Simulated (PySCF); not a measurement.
**Telling isomers of C6H8BNO2 apart by NMR**

All values are calculated (PySCF 2.14): geometry from PBE0-D3(BJ)/def2-SVP, PBE0/pcSseg-1 with gauge-including orbitals. Non-relativistic Hamiltonian, no solvent model, one computed conformer, fast rotation and ring inversion assumed for equivalent nuclei.

Shifts are taken against calculated references (same method and geometry level): TMS for ¹H, ¹³C. Where no couplings were computed, multiplicities follow the n + 1 count of equivalent neighbours, and m marks all less simple cases (inequivalent or close neighbours, rings, F or P nearby). Carbons bonded to boron are broad in practice. Shifts are as computed. Against solution values, carbons near 30 ppm lie about +2 ppm off and those near 130 ppm about +5 ppm. Of 1211 compounds with measured shifts, 218 miss one by over three times the rms of a fit or turn the order of signals round; such compounds aren't used in these exercises. OH and NH positions are gas-phase values without hydrogen bonding to other molecules.

(1) Tabulate the signals of `c1ccn(B2OCCO2)c1`, `Nc1ccc(B(O)O)cc1` and their relative energies.

(2) What is the quickest way to tell c1ccn(B2OCCO2)c1 from Nc1ccc(B(O)O)cc1?

Results:

(1) 
```json
{"SMILES": "c1ccn(B2OCCO2)c1", "carbon types": "4×CH 2×CH2", "δC": "127.0, 118.2, 68.3", "δH": "7.08 (m, 2H), 6.42 (m, 2H), 4.33 (s, 4H)", "E rel. (kcal/mol)": "8.5"}
{"SMILES": "Nc1ccc(B(O)O)cc1", "carbon types": "2×C 4×CH", "δC": "153.7, 143.5, 121.9, 115.2", "δH": "7.94 (d, 2H), 6.52 (d, 2H), 3.20 (br s, 2H), 2.60 (br s, 2H)", "E rel. (kcal/mol)": "0.0"}
```

Energies are electronic energies at PBE0/pcSseg-1 on these geometries, without zero-point or thermal terms, each for the one conformer computed, which needn't be the lowest.

(2) Count the carbon signals: 3 against 4. The first has an sp3 CH2 bonded to O at 68.3 ppm, the second an aromatic carbon bearing nitrogen (C) at 153.7 ppm. Their most deshielded carbons lie at 127.0 and 153.7 ppm. In the proton spectra the most deshielded non-exchanging signals are 7.08 (m, 2H) and 7.94 (d, 2H).
